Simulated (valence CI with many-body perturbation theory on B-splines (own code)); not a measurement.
**Level structure of Pt XXIX**

Computed by relativistic CI+MBPT: four valence electrons over a frozen Dirac-Fock core [Kr] 4d10, a basis of 7 s, 7 p, 7 d, 7 f, 4 g, 2 h functions for each j, with the one-electron correlation potential Σ1, the two-electron term Σ2, the three-electron term Σ3, Breit, model QED; selected CI, second order for the rest, scaled by the run's own slope (own B-spline code, finite nucleus).

The last digits are not significant, and no measured levels were compared; by estimate large intervals hold to a few tenths of a per cent, small ones and those within an open d or f shell to about a per cent. Excitations out of the core, of the other parity, are not computed and may begin above about 181 eV (a cautious bound); beyond it only levels of the ground parity were kept, without lifetimes.

Levels 136 to 180 of 200, with energies above the lowest level, (4f5/2^4) J=4. "Leading %" is the weight of the configuration and term that name the level; weights of strongly mixed levels are sums over their largest components and can fall short. In the jj column 3d3/2^4 stands for four electrons in 3d with j = 3/2. Lifetimes count E1, E2, E3, M1 and M2 decay at the calculated energies, and are blank where another channel may lead or the interval is too uncertain; long ones can be off by a factor of two.

| No. | Configuration | Term | J | E (cm⁻¹) | Leading % | Lifetime | Second component | g | Leading jj |
| --- | --- | --- | --- | --- | --- | --- | --- | --- | --- |
| 136 | 4f3 5s | 5D° | 1 | 1292300 | 44 | 570 ns | 18 % 4f3 5s 3S° | 1.362 | 4f5/2^2 4f7/2 5s (83 %) |
| 137 | 4f3 5s | 1H° | 5 | 1292700 | 44 | 852 ns | 16 % 4f3 5s 3I° | 1.038 | 4f5/2 4f7/2^2 5s (51 %) |
| 138 | 4f3 5s | 3F° | 4 | 1293400 | 48 | 823 ns | 26 % 4f3 5s 3H° | 1.071 | 4f5/2 4f7/2^2 5s (72 %) |
| 139 | 4f3 5s | 5D° | 3 | 1297500 | 43 | 663 ns | 34 % 4f3 5s 3D° | 1.311 | 4f5/2^2 4f7/2 5s (88 %) |
| 140 | 4f3 5s | 5G° | 5 | 1297900 | 58 | 706 ns | 26 % 4f3 5s 3H° | 1.182 | 4f5/2 4f7/2^2 5s (76 %) |
| 141 | 4f3 5s | 3G° | 4 | 1298700 | 38 | 868 ns | 20 % 4f3 5s 5F° | 1.125 | 4f5/2 4f7/2^2 5s (84 %) |
| 142 | 4f3 5s | 3D° | 1 | 1298900 | 48 | 480 ns | 19 % 4f3 5s 3P° | 0.891 | 4f5/2^2 4f7/2 5s (70 %) |
| 143 | 4f3 5s | 3L° | 8 | 1301300 | 31 | 1.05 μs | 29 % 4f3 5s 3K° | 1.095 | 4f5/2^2 4f7/2 5s (57 %) |
| 144 | 4f3 5s | 3D° | 2 | 1301500 | 43 | 574 ns | 15 % 4f3 5s 1D° | 1.150 | 4f5/2^2 4f7/2 5s (58 %) |
| 145 | 4f3 5s | 3G° | 3 | 1302400 | 50 | 568 ns | 29 % 4f3 5s 3F° | 0.929 | 4f5/2 4f7/2^2 5s (92 %) |
| 146 | 4f3 5s | 3L° | 7 | 1305400 | 54 | 701 ns | 32 % 4f3 5s 3I° | 0.979 | 4f5/2^2 4f7/2 5s (43 %) |
| 147 | 4f3 5s | 3G° | 4 | 1307200 | 70 | 435 ns | 18 % 4f3 5s 3H° | 1.014 | 4f5/2 4f7/2^2 5s (63 %) |
| 148 | 4f3 5s | 3H° | 6 | 1308800 | 72 | 550 ns | 12 % 4f3 5s 3I° | 1.143 | 4f5/2^2 4f7/2 5s (47 %) |
| 149 | 4f3 5s | 3I° | 5 | 1311900 | 37 | 571 ns | 34 % 4f3 5s 1H° | 0.947 | 4f5/2^2 4f7/2 5s (50 %) |
| 150 | 4f3 5s | 3D° | 2 | 1314100 | 30 | 441 ns | 28 % 4f3 5s 1D° | 1.231 | 4f5/2^2 4f7/2 5s (51 %) |
| 151 | 4f3 5s | 3D° | 1 | 1314100 | 45 | 581 ns | 19 % 4f3 5s 3S° | 1.069 | 4f5/2 4f7/2^2 5s (74 %) |
| 152 | 4f3 5s | 3D° | 3 | 1317600 | 73 | 590 ns | 11 % 4f3 5s 3F° | 1.313 | 4f5/2 4f7/2^2 5s (92 %) |
| 153 | 4f3 5s | 5G° | 6 | 1322300 | 47 | 733 ns | 36 % 4f3 5s 3I° | 1.173 | 4f5/2 4f7/2^2 5s (75 %) |
| 154 | 4f3 5s | 1D° | 2 | 1323100 | 43 | 614 ns | 39 % 4f3 5s 3D° | 1.063 | 4f5/2 4f7/2^2 5s (86 %) |
| 155 | 4f3 5s | 3P° | 0 | 1326300 | 52 | 524 ns | 48 % 4f3 5s 5D° |  | 4f5/2 4f7/2^2 5s (96 %) |
| 156 | 4f3 5s | 3G° | 5 | 1326400 | 32 | 656 ns | 26 % 4f3 5s 3H° | 1.147 | 4f5/2 4f7/2^2 5s (39 %) |
| 157 | 4f3 5s | 3H° | 4 | 1329400 | 56 | 459 ns | 20 % 4f3 5s 3F° | 0.963 | 4f5/2 4f7/2^2 5s (64 %) |
| 158 | 4f3 5s | 5D° | 4 | 1330400 | 87 | 646 ns | 6 % 4f3 5s 3F° | 1.452 | 4f5/2 4f7/2^2 5s (68 %) |
| 159 | 4f3 5s | 3G° | 5 | 1331100 | 56 | 446 ns | 28 % 4f3 5s 3I° | 1.073 | 4f5/2 4f7/2^2 5s (87 %) |
| 160 | 4f3 5s | 3D° | 1 | 1332600 | 32 | 342 ns | 26 % 4f3 5s 5D° | 1.072 | 4f5/2 4f7/2^2 5s (90 %) |
| 161 | 4f3 5s | 3I° | 7 | 1335000 | 91 | 851 ns | 6 % 4f3 5s 3K° | 1.128 | 4f5/2 4f7/2^2 5s (95 %) |
| 162 | 4f3 5s | 3D° | 2 | 1338300 | 37 | 592 ns | 22 % 4f3 5s 5D° | 1.254 | 4f5/2 4f7/2^2 5s (80 %) |
| 163 | 4f3 5s | 3L° | 9 | 1339100 | 100 | 809 ns |  | 1.108 | 4f5/2 4f7/2^2 5s (100 %) |
| 164 | 4f3 5s | 3L° | 8 | 1339700 | 61 | 713 ns | 34 % 4f3 5s 3K° | 1.059 | 4f5/2 4f7/2^2 5s (59 %) |
| 165 | 4f3 5s | 1I° | 6 | 1340200 | 59 | 554 ns | 32 % 4f3 5s 3I° | 1.004 | 4f5/2 4f7/2^2 5s (92 %) |
| 166 | 4f3 5s | 3D° | 1 | 1341200 | 67 | 385 ns | 11 % 4f3 5s 3P° | 0.766 | 4f5/2 4f7/2^2 5s (76 %) |
| 167 | 4f3 5s | 1K° | 7 | 1344300 | 36 | 472 ns | 34 % 4f3 5s 3L° | 0.974 | 4f7/2^3 5s (65 %) |
| 168 | 4f3 5s | 3G° | 5 | 1344500 | 38 | 494 ns | 27 % 4f3 5s 3H° | 1.121 | 4f7/2^3 5s (57 %) |
| 169 | 4f3 5s | 3D° | 3 | 1344600 | 65 | 290 ns | 19 % 4f3 5s 5D° | 1.300 | 4f5/2 4f7/2^2 5s (65 %) |
| 170 | 4f3 5s | 1L° | 8 | 1346900 | 81 | 470 ns | 12 % 4f3 5s 3K° | 1.016 | 4f5/2 4f7/2^2 5s (82 %) |
| 171 | 4f3 5s | 1G° | 4 | 1347900 | 29 | 432 ns | 28 % 4f3 5s 3H° | 0.997 | 4f7/2^3 5s (77 %) |
| 172 | 4f3 5s | 3F° | 3 | 1351600 | 41 | 278 ns | 28 % 4f3 5s 3D° | 1.193 | 4f5/2 4f7/2^2 5s (88 %) |
| 173 | 4f3 5s | 3F° | 2 | 1353000 | 51 | 306 ns | 28 % 4f3 5s 3D° | 0.873 | 4f5/2 4f7/2^2 5s (88 %) |
| 174 | 4f3 5s | 3D° | 2 | 1365600 | 40 | 390 ns | 23 % 4f3 5s 3P° | 1.228 | 4f7/2^3 5s (78 %) |
| 175 | 4f3 5s | 3D° | 1 | 1366900 | 59 | 361 ns | 24 % 4f3 5s 1P° | 0.791 | 4f7/2^3 5s (82 %) |
| 176 | 4f3 5s | 3H° | 6 | 1366900 | 59 | 389 ns | 18 % 4f3 5s 1I° | 1.139 | 4f7/2^3 5s (71 %) |
| 177 | 4f3 5s | 1H° | 5 | 1371900 | 39 | 368 ns | 22 % 4f3 5s 3H° | 1.020 | 4f7/2^3 5s (77 %) |
| 178 | 4f3 5s | 3F° | 4 | 1376900 | 85 | 309 ns | 5 % 4f3 5s 5D° | 1.242 | 4f5/2 4f7/2^2 5s (57 %) |
| 179 | 4f3 5s | 3F° | 3 | 1381800 | 37 | 317 ns | 28 % 4f3 5s 3D° | 1.104 | 4f5/2 4f7/2^2 5s (52 %) |
| 180 | 4f3 5s | 3D° | 3 | 1385800 | 39 | 286 ns | 32 % 4f3 5s 1F° | 1.120 | 4f7/2^3 5s (55 %) |

Where two levels of one J and parity lie close, their mixing, g and order are uncertain.
